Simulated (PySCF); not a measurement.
**Nb: ionisation energy**

Nb [Kr] 4d4 5s1 [4d3/2^4 5s1/2^1, M_J = 1/2] → Nb⁺ [Kr] 4d4 [4d3/2^4, M_J = 0], as a difference of total energies. Calculation: PySCF 2.14, in x2c-TZVPPall-2c; the two-component X2C-1e Hamiltonian. Correlated levels: [Ar] 3d10 frozen; the 6 highest virtual spinors dropped. "Screened" scales the spin-orbit matrix elements by Boettger's factors to mimic the two-electron term; Breit and QED terms are absent.

```csv
method,ionisation energy (eV)
GHF (spin-free),5.996
GMP2 (spin-free),6.772
GHF (screened spin-orbit),5.990
GMP2 (screened spin-orbit),6.765
```

**Question.** How much does correlation contribute at GMP2 (screened spin-orbit)?

**Answer.** 6.765 − (5.990) = 0.775 eV, measured against GHF (screened spin-orbit).

The spin-free rows relax to the high-spin LS determinant and lack the spin-orbit shift.

Errors of the correlated levels include the incompleteness of this basis and the frozen core.

The labels give the starting determinants; with spin-orbit coupling the two ends relaxed to ⟨J²⟩ = 4.63, ⟨L²⟩ = 6.01, ⟨S²⟩ = 8.75 and ⟨J²⟩ = 3.86, ⟨L²⟩ = 6.05, ⟨S²⟩ = 6.00.

The determinant of Nb and of Nb⁺ mixes levels of different J (the jj label is only the starting occupation), so the difference between spin-free and spin-orbit rows is not the physical spin-orbit shift.

For comparison: 6.759 eV (measured; NIST Atomic Spectra Database, ionization energies).
